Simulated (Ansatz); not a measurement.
Geometry optimisation, Ansatz 0.2.0, RKS PBE-D4/STO-3G.

Input file:

```yaml
crystal:
  periodic: [false, false, false]
  atoms:
    - { symbol: O, position_ang: [-0.36921, 1.5567, -1.03997] }
    - { symbol: Si, position_ang: [0.52364, 0.54691, -0.08859] }
    - { symbol: O, position_ang: [1.60576, -0.30704, -0.9957] }
    - { symbol: Al, position_ang: [-0.86886, -0.89355, 1.33214] }
    - { symbol: H, position_ang: [-0.97975, 1.24904, -1.70322] }
    - { symbol: H, position_ang: [1.43563, 1.53136, 0.51342] }
    - { symbol: H, position_ang: [1.3432, -0.91474, -1.68032] }
    - { symbol: H, position_ang: [-1.87496, -1.97131, 0.76769] }
    - { symbol: H, position_ang: [-0.81546, -0.79738, 2.89455] }
basis:
  gaussian: { orbitals: STO-3G }
hamiltonian:
  xc: pbe
  dispersion: d4
relax:
  f_tol: 0.015
  max_steps: 40
```

Command:

```bash
$ ansatz run input.yaml --threads 1 --pin off --max-ram 2048MiB --backend cpu --events-out ev --progress --plain --runs-dir out
```

**Question.** Where does it end, and by what steps?

**Answer.** It converged. Limits of this set-up: minimal basis. After 7 steps the energy has fallen by 1.076 eV; H7 moved furthest, 0.29 Å.

| step | energy less start (eV) | largest force component (eV/Å) | accepted |
| --- | --- | --- | --- |
| 0 | 0.0000 | 3.733 | yes |
| 1 | -0.6618 | 2.337 | yes |
| 2 | -0.9394 | 1.210 | yes |
| 3 | -0.9383 | 1.350 | no |
| 4 | -1.0676 | 0.175 | yes |
| 5 | -1.0750 | 0.100 | yes |
| 6 | -1.0757 | 0.026 | yes |
| 7 | -1.0757 | 0.006 | yes |

```xyz
9
Properties=species:S:1:pos:R:3
O -0.380 1.658 -1.082
Si 0.527 0.557 -0.066
O 1.700 -0.302 -1.043
Al -0.802 -0.825 1.246
H -1.059 1.035 -1.557
H 1.384 1.481 0.674
H 1.127 -1.024 -1.519
H -1.734 -1.824 0.586
H -0.763 -0.756 2.760
```

Whether the end is a true minimum wasn't checked by a vibrational analysis.

The run took 14 s on 1 thread of Arm Neoverse V2, on a shared host, peak memory 0.12 GiB.
